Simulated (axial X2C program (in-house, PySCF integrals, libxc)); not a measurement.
# SmBr⁺: the levels of the configuration f5 s1

Computed with an in-house all-electron X2C program for linear molecules (integrals from PySCF): two-component X2C with atomic mean-field Coulomb and Gaunt terms, basis Sm dyall-v3z, Br dyall-v3z (cores contracted in-house). Orbitals come from Hartree–Fock averaged over the configuration Sm f5 s1; CI then distributes these electrons over the f, s shells of Sm.

R = 2.569 Å (near the minimum of the configuration average).

Lowest levels of this model:

```tsv
Ω	energy (cm⁻¹)	g∥	configuration
0	0	0.00	100% f5 s1
1	113	1.76	100% f5 s1
2	462	3.61	100% f5 s1
0	821	0.00	100% f5 s1
1	918	1.34	100% f5 s1
3	1118	6.62	100% f5 s1
2	1123	1.80	100% f5 s1
0	1754	0.00	100% f5 s1
1	1801	1.55	100% f5 s1
2	1882	3.46	100% f5 s1
3	1988	5.91	100% f5 s1
4	2044	9.77	100% f5 s1
0	2808	0.00	100% f5 s1
1	2838	2.03	100% f5 s1
2	2908	4.30	100% f5 s1
3	2988	6.77	100% f5 s1
4	3083	9.46	100% f5 s1
5	3199	12.87	100% f5 s1
0	3695	0.00	100% f5 s1
0	3989	0.00	100% f5 s1
3	4172	7.29	100% f5 s1
4	4261	9.98	100% f5 s1
5	4370	12.78	100% f5 s1
6	4539	15.91	100% f5 s1
0	5087	0.00	100% f5 s1
0	5284	0.00	100% f5 s1
4	5571	10.30	100% f5 s1
5	5685	13.10	100% f5 s1
6	5827	15.96	100% f5 s1
7	6015	18.91	100% f5 s1
```

g∥ is the magnitude of 2⟨Lz + ge Sz⟩ for the +Ω component.

This point took 4.5 s on 1 thread of Arm Neoverse N1 (shared host).

There is no dynamic correlation: spin–orbit spacings and, for f shells, spacings inside one term are the most reliable numbers, splittings between terms come out too wide, and energies between configurations are not reliable, so the lowest level need not be the ground state of the molecule. At most 4 roots were kept for each Ω > 0 (twice that for Ω = 0) within 2.2 eV of the lowest, so higher up levels can be missing between those listed; levels with Ω > 0 are doubly degenerate and listed once, Ω = 0 levels singly.
